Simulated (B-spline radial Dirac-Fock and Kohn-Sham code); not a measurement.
**Two-hole binding energies of Mg**

System: neutral magnesium, 1s2 2s2 2p6 3s2.

Model: multi-electron Dirac-Fock with separately optimised hole states, Breit and Lamb-shift corrections added in first order. Program: a B-spline atomic structure program. U is the two-hole binding energy less the two single-hole energies, the effective repulsion of the holes after relaxation. Each two-hole energy is an average over J within one jj subconfiguration.

```tsv
holes	E(a) (eV)	E(b) (eV)	E(ab) (eV)	U (eV)
1s⁻²	1310.8	1310.8	?	?
1s⁻¹ 2p1/2⁻¹	1310.8	56.57	1402.6	35.1
1s⁻¹ 2p3/2⁻¹	1310.8	56.30	1402.1	35.0
2s⁻²	97.82	97.82	223.4	27.8
2s⁻¹ 2p1/2⁻¹	97.82	56.57	178.4	24.0
2s⁻¹ 2p3/2⁻¹	97.82	56.30	178.1	24.0
2p1/2⁻²	56.57	56.57	141.6	28.4
2p3/2⁻²	56.30	56.30	139.7	27.1
2p1/2⁻¹ 2p3/2⁻¹	56.57	56.30	139.4	26.5
2p1/2⁻¹ 3s⁻¹	56.57	6.62	73.33	10.1
2p3/2⁻¹ 3s⁻¹	56.30	6.62	73.06	10.1
```

**Question.** Give the missing two-hole energy and U.

**Answer.** E(ab) = 2775.3 eV and U = 153.6 eV.

Values without a named source are computed, but for edge energies of neutral atoms, which are taken from tables.
